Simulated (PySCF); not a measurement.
PySCF run on ICl

The script input.py:

```python
from pyscf import gto, scf, mp

mol = gto.M(
    atom='I 0 0 0; Cl 0 0 2.622',
    basis='sbkjc',
    ecp={'I': 'sbkjc', 'Cl': 'sbkjc'},
    charge=0,
    spin=0,
    verbose=3,
)
mf = scf.RHF(mol)
mf.kernel()
mp.MP2(mf).kernel()
mf.dip_moment()
print('orbital energies (hartree):', mf.mo_energy[..., max(0, mol.nelec[1]-3):mol.nelec[0]+3].round(4))
```

```bash
$ OMP_NUM_THREADS=1 python input.py
```

The log:

```
converged SCF energy = -25.854992093404
E(RMP2) = -25.9166636338044  E_corr = -0.0616715404003971
E(SCS-RMP2) = -25.9192442047337  E_corr = -0.0642521113297121
Dipole moment(X, Y, Z, Debye): -0.00000, -0.00000, -2.63579
orbital energies (hartree): [-0.4858 -0.4129 -0.4129 -0.0806  0.3022  0.3208]
```

In short: E(SCF) = -25.854992 Eh, E(MP2) − E(SCF) = -0.06167 Eh, μz(SCF) = -2.64 D.

Run time: 0.95 s on 1 thread of Arm Neoverse V1 (shared host), peak memory 0.11 GiB.

Stability towards an unrestricted solution was not tested. The bond length is a typed value, not an optimised one.
